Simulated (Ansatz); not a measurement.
`N[Si](Cl)(Cl)Cl` + CH₄ → `C[Si](N)(Cl)Cl` + HCl  (formal exchange of groups at the Si–Cl bond)

Gas-phase electronic energies from Ansatz, PBE0-D4/def2-TZVP geometries. CCSD(T)/CBS is the MP2 limit (def2-TZVPP, def2-QZVPP) plus CCSD(T) − MP2 in def2-TZVPP, frozen cores. This one scheme is used for every species. DFT in def2-TZVPP. HSE06 is defined as in plane-wave codes. One conformer a species, not always the lowest.

```json
{"level": "PBE-D4", "ΔE (kJ/mol)": "88.2", "difference from CCSD(T)/CBS": "-0.2"}
{"level": "ωB97M-V", "ΔE (kJ/mol)": "89.6", "difference from CCSD(T)/CBS": "1.2"}
{"level": "B2PLYP", "ΔE (kJ/mol)": "91.2", "difference from CCSD(T)/CBS": "2.8"}
{"level": "PBE0", "ΔE (kJ/mol)": "88.9", "difference from CCSD(T)/CBS": "0.5"}
{"level": "HSE06", "ΔE (kJ/mol)": "89.0", "difference from CCSD(T)/CBS": "0.6"}
{"level": "LC-ωPBE", "ΔE (kJ/mol)": "87.3", "difference from CCSD(T)/CBS": "-1.1"}
{"level": "HF/def2-SVP", "ΔE (kJ/mol)": "93.1", "difference from CCSD(T)/CBS": "4.7"}
{"level": "CCSD/def2-SVP", "ΔE (kJ/mol)": "87.5", "difference from CCSD(T)/CBS": "-0.9"}
{"level": "MP2/def2-QZVPP", "ΔE (kJ/mol)": "92.7", "difference from CCSD(T)/CBS": "4.3"}
{"level": "CCSD/CBS(def2)", "ΔE (kJ/mol)": "88.2", "difference from CCSD(T)/CBS": "-0.2"}
{"level": "CCSD(T)/CBS", "ΔE (kJ/mol)": "88.4", "difference from CCSD(T)/CBS": "0"}
```

Largest T1 diagnostic among the species: 0.009.

Leaving LDA and LC-ωPBE aside and taking each functional with its dispersion term where it has one, the values, not all of them listed here, spread over 6.3 kJ/mol, from PBE-D4 to B97M-V. LDA lies −4.0 kJ/mol from PBE without D4. In def2-TZVPP, CCSD(T) changes the Hartree–Fock value by −9.1 kJ/mol (the triples alone add +0.2 kJ/mol) and MP2 by −3.3 kJ/mol.
